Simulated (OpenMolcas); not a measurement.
**What dynamic correlation does to the levels of N²⁺**

```json
{
 "Program": "OpenMolcas",
 "Basis": "ANO-RCC-VTZP [4s3p2d1f]",
 "Scalar Hamiltonian": "DKH2, point nucleus",
 "Active space": "3 electrons in 9 orbitals (RAS2 2s 2p; RAS3 3d, at most 2 electrons)",
 "State averaging": "2S+1 = 4 odd, 1 root; 2S+1 = 2 odd, 11 roots; 2S+1 = 4 even, 3 roots; 2S+1 = 2 even, 9 roots",
 "Spin-orbit coupling": "RASSI with atomic mean-field integrals over the reference wave functions, term energies averaged over their components"
}
```

Methods on the same reference wave functions:
A. RASSCF
B. SS-RASPT2, IPEA 0.25 Eh, imaginary shift 0.1 Eh (closed shells correlated: 1s)
C. MS-RASPT2, IPEA 0.25 Eh, imaginary shift 0.1 Eh (closed shells correlated: 1s)
D. XMS-RASPT2, IPEA 0.25 Eh, imaginary shift 0.1 Eh (closed shells correlated: 1s)

Energies in cm-1 above 2s2 2p 2P* 1/2, the measured ground level; measured values from Moore, Selected Tables of Atomic Spectra, NSRDS-NBS 3, section 5.

| Level | A | B | C | D | Measured |
| --- | --- | --- | --- | --- | --- |
| 2s2 2p 2P* 1/2 | 0.0 | 0.0 | 0.0 | 0.0 | 0.0 |
| 2s2 2p 2P* 3/2 | 156 | 156 | 157 | 157 | 174 |
| 2s 2p2 4P 1/2 | 55256 | 56360 | 56370 | 56720 |  |
| 2s 2p2 4P 3/2 | 55313 | 56410 | 56420 | 56780 | 57247 |
| 2s 2p2 4P 5/2 | 55408 | 56510 | 56520 | 56870 | 57328 |
| 2s 2p2 2D 3/2 | 103165 | 101380 | 101380 | 101600 | 101031 |
| 2s 2p2 2D 5/2 | 103166 | 101380 | 101390 | 101600 | 101024 |
| 2s 2p2 2S 1/2 | 137282 | 132070 | 132080 | 132520 | 131004 |
| 2s 2p2 2P 1/2 | 149540 | 147110 | 147120 | 147400 | 145876 |
| 2s 2p2 2P 3/2 | 149650 | 147220 | 147230 | 147510 | 145986 |
| 2p3 4S* 3/2 | 186747 | 186330 | 186340 | 186780 | 186797 |
| 2p3 2D* 3/2 | 205507 | 203370 | 203380 | 203700 | 203089 |
| 2p3 2D* 5/2 | 205509 | 203370 | 203380 | 203710 | 203075 |
| 2p3 2P* 1/2 | 237136 | 232130 | 232150 | 232190 | 230404 |
| 2p3 2P* 3/2 | 237143 | 232140 | 232160 | 232200 | 230409 |

Deviations, from unrounded energies. A percentage is the sum of absolute deviations over the sum of measured energies, with the sign that they share, or ± where signs differ.

```tsv
Against measurement	Levels	A	B	C	D
mean absolute deviation (cm-1)	13	3100	800	810	880
fine structure of the ground term (%)	1	-10.3	-10.3	-10.1	-10.1
other configurations (%)	12	±2.2	±0.6	±0.6	±0.6
```

B, C lie about equally close to measurement and A furthest from it. The largest miss of B in the table is 2p3 2P* 3/2, by +1700 cm-1. The ranking rests on the paired levels alone, and a cruder setting can come out closer through cancelling errors.

Among B to D the level of the table that moves most is 2s 2p2 2S 1/2, by 450 cm-1 (lowest in B, highest in D). Moves below CASPT2's spread within the term are not significant.

The two smallest mean deviations differ by little beside CASPT2's spread within terms, so their order carries little weight.

The lowest spin-free term lies below A's lowest term by 0.018 hartree in B, 0.018 hartree in C, 0.020 hartree in D.

CASPT2 breaks the degeneracy within a term, and the mean is taken; among the terms shown or strongly mixed into the levels shown the widest spread is 15 cm-1 (2p3 2P*, D). Active for correlation alone: 3d; no level in the range computed is led by a configuration that fills it, so any true level of that kind is missing. Computed and measured levels are paired by configuration, term and J; levels that our copy of the source lacks, or whose pairing is in doubt (as where it misses far off the trend of its configuration), stay unpaired and out of the deviations. Levels of configurations outside the active space are missing.

* marks odd parity.
